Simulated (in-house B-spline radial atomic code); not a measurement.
Ga⁺. Computed with a B-spline radial atomic code. Model: non-relativistic spherical atom: semilocal Troullier-Martins pseudo-atom, one channel per l, against all electrons, high spin, G0W0 and RPA with empty states to l = 8, local potential for every l without a channel, a model core (radius 0 = none) keeps its share of the functional.

What the tables leave out is listed at the end.

The pseudopotential gives back the lowest level of each angular momentum of its own functional in the configuration it was made in; a second state of the same l is only approximately right. Exact exchange, RPA and GW see the smooth pseudo-orbitals and miss the exchange with the core, for which the functional's share stands in. The column with an uncorrelated core keeps all orbitals and exact exchange, and so separates missing core correlation from pseudisation. Only the three outermost levels and the lowest empty one were computed. RPA here is direct RPA, with no exchange kernel, and its energies carry an (l + 1/2)⁻⁴ tail. A hybrid on a potential with a model core restores only its own semilocal share of the core's exchange.

Command:
```bash
python run_psgw.py task.json out
```
Settings (lengths in bohr, energies in hartree):
```
Z                      31
electrons              30
configuration          [Ar] 3d10 4s2
generated_in           [Ar] 3d10 4s2
functional             lda,vwn
core_shells            5
radius_factor          1.15
core_correction        False
ion_configuration      [Ar] 3d10 4s1
```

Time taken, with all properties: 26 s on 1 thread of Intel(R) Xeon(R) 6975P-C (Granite Rapids) (shared host).

Given: made with LDA VWN5; model core radius 0 bohr; local radius 1.95 bohr; mean-field start LDA VWN5.

Valence shells of the generating configuration: 3d, 4s.

Channel: s 2.149, p 2.635, d 1.829 (radii in bohr).

Computed: largest level miss in the spin-unpolarised generating configuration 0 eV; valence RPA correlation energy all-electron orbitals -0.78504 hartree; valence RPA correlation energy pseudo -0.99402 hartree; all-electron RPA polarisability, core included 14.387 bohr³; ionisation by mean-field all-electron 20.794 eV; ionisation by mean-field pseudo minus all -0.008 eV; ionisation by RPA pseudo minus all 0.87 eV.

```
     level  occupied  mean-field all-electron (eV)  mean-field pseudo minus all (eV)  G0W0 all-electron (eV)  G0W0 uncorrelated core minus all (eV)  G0W0 pseudo minus all (eV)  exchange self-energy all-electron (eV)  exchange self-energy pseudo (eV)
        4s         1                       -16.356                                 0                 -20.524                                 -0.047                      -0.524                                 -14.461                           -13.315
4p (empty)         0                       -9.3227                                 0                 -6.0903                                 -0.031                      -0.176                                 -4.0558                           -3.6038
```

(1) What is the pseudo-atom RPA polarisability?

(2) What is the ionisation by RPA all-electron?

Given: mean-field start PBE0.

Computed: valence RPA correlation energy all-electron orbitals -0.73897 hartree; all-electron RPA polarisability, core included 13.449 bohr³; pseudo-atom RPA polarisability 13.212 bohr³; ionisation by mean-field all-electron 20.095 eV; ionisation by mean-field pseudo minus all 0.172 eV; ionisation by RPA pseudo minus all 0.857 eV.

```
     level  occupied  mean-field all-electron (eV)  mean-field pseudo minus all (eV)  G0W0 all-electron (eV)  G0W0 uncorrelated core minus all (eV)  G0W0 pseudo minus all (eV)  exchange self-energy all-electron (eV)  exchange self-energy pseudo (eV)
        4s         1                       -16.922                             -0.16                 -20.399                                 -0.039                      -0.628                                 -14.087                           -13.205
        3d         1                       -31.403                             1.051                 -37.068                                 -0.291                       4.254                                 -57.677                           -34.752
4p (empty)         0                       -8.2048                            -0.154                 -6.1214                                 -0.024                      -0.158                                 -3.6334                           -3.4084
```

(3) What is the ionisation by RPA all-electron?

(4) What is the valence RPA correlation energy pseudo?

Given: mean-field start Hartree-Fock.

Computed: valence RPA correlation energy all-electron orbitals -0.64117 hartree; valence RPA correlation energy pseudo -0.88422 hartree; pseudo-atom RPA polarisability 10.499 bohr³; ionisation by mean-field pseudo minus all 0.726 eV; ionisation by RPA all-electron 19.993 eV; ionisation by RPA pseudo minus all 0.94 eV.

```tsv
level	occupied	mean-field all-electron (eV)	mean-field pseudo minus all (eV)	G0W0 all-electron (eV)	G0W0 uncorrelated core minus all (eV)	G0W0 pseudo minus all (eV)	exchange self-energy all-electron (eV)	exchange self-energy pseudo (eV)
4s	1	-18.723	-0.757	-20.129	-0.023	-1.052	-13.278	-13.157
3d	1	-40.684	6.148	-38.202	-0.386	3.478	-58.21	-34.363
4p (empty)	0	-5.304	-0.405	-6.0565	-0.012	-0.241	-2.6072	-2.9083
```

(5) What is the ionisation by mean-field all-electron?

(6) What is the all-electron RPA polarisability, core included?

## Answers

(1) 14.375 bohr³.

(2) 20.59 eV.

(3) 20.417 eV.

(4) -0.96102 hartree.

(5) 18.449 eV.

(6) 11.323 bohr³.

Among the listed levels the largest G0W0 shift of the pseudo-atom is +4.25 eV, for 3d on the PBE0 start, while leaving the core uncorrelated moves that level by -0.29 eV. So pseudisation and the lost core exchange, not the missing core correlation, make the error. Not in the tables (levels of low weight, unsolved or above zero; the highest and the empty levels are kept at any weight): on LDA the G0W0 levels 3d (pseudo minus all +4.02 eV, weights 0.82 and 0.71).
